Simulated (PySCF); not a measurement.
Work out the structure from these simulated measurements.

Formula: C7H12BN.

| Quantity | Value |
| --- | --- |
| UV, strongest line | among the 10 lowest singlet transitions: S7 at 6.79 eV (183 nm, f = 0.402) [TDDFT PBE0/def2-SVPD] |
| Triplet | lowest triplet excitation (Tamm–Dancoff): 3.38 eV [TDA PBE0/def2-SVPD] |
| 13C NMR | chemical shifts (computed TMS as zero) by class: 154.5 (1 C), 143.0 (1 C), 141.7 (1 C), 119.2 (1 C), 59.1 (1 C), 25.9 (2 C) ppm [GIAO CAM-B3LYP/pcSseg-1] |
| Rotational structure | rotational constants A, B, C: 3.348, 1.104, 1.012 GHz [PBE0-D3(BJ)/def2-SVP] |
| UV, first state | lowest singlet excitation: 4.99 eV (249 nm, f = 0.167) [TDDFT PBE0/def2-SVPD] |
| Valence photoelectron | vertical ionisation energy: 8.19 eV [ΔSCF PBE0/def2-SVPD] |

The electronic properties come from PySCF, for the isolated species, density fitting. Levels stand in brackets. The structure is a single PBE0-D3(BJ)/def2-SVP conformer in the gas phase; no vibrational or solvent corrections. NMR classes are plain means over equivalent atoms (diastereotopic ones count apart unless rotation or inversion swaps them), as if these changed places fast.

**Question.** Give a SMILES that accounts for the data.

**Answer.** Numbering: `[CH3:1][CH:2]([CH3:3])[N:4]1[BH:5][CH:6]=[CH:7][CH:8]=[CH:9]1`. 7 carbons fall into 6 classes; from least to most shielded: unsaturated ring CH carbon [C7] (154.5 ppm), unsaturated ring CH carbon [C9] (143.0 ppm), unsaturated ring CH carbon [C6] (141.7 ppm), unsaturated ring CH carbon [C8] (119.2 ppm), chain sp3 carbon bound to nitrogen [C2] (59.1 ppm), methyl carbon [C1/C3] (25.9 ppm, 2 C). S1 is mainly HOMO→LUMO (weight 0.90); the largest Löwdin shares of the orbital it empties are 0.21 on each of 2 atoms of one kind (unsaturated ring CH carbon), 0.18 on an unsaturated ring CH carbon and 0.14 on the ring boron, of the orbital it fills 0.21 on an unsaturated ring CH carbon, 0.19 on an unsaturated ring CH carbon, 0.16 on an unsaturated ring CH carbon and 0.15 on the ring nitrogen. By its constants the optimised geometry is an asymmetric top. Structure: `CC(C)N1BC=CC=C1`. Computed isomers that give other values at the same levels: `CC[BH2-][n+]1ccccc1` (rotational constant A: 4.239 GHz; this holds for the one conformer computed); `CC#C[BH2-][N+]#CCCC` (13C chemical shifts (computed TMS as zero) by class: 120.1 (1 C), 97.5 (1 C), 94.5 (1 C), 22.1 (1 C), 19.3 (1 C), 15.4 (1 C), 4.6 (1 C) ppm); `N#CCB1CCCCC1` (smallest rotational constant: 0.751 GHz; this holds for the one conformer computed). The assignments are read from this structure; whether some other isomer fits the data as well wasn't checked.

The values belong to the conformer `[CH3:1][CH:2]([CH3:3])[N:4]1[BH:5][CH:6]=[CH:7][CH:8]=[CH:9]1`: C1–C2–N4–B5 118°.
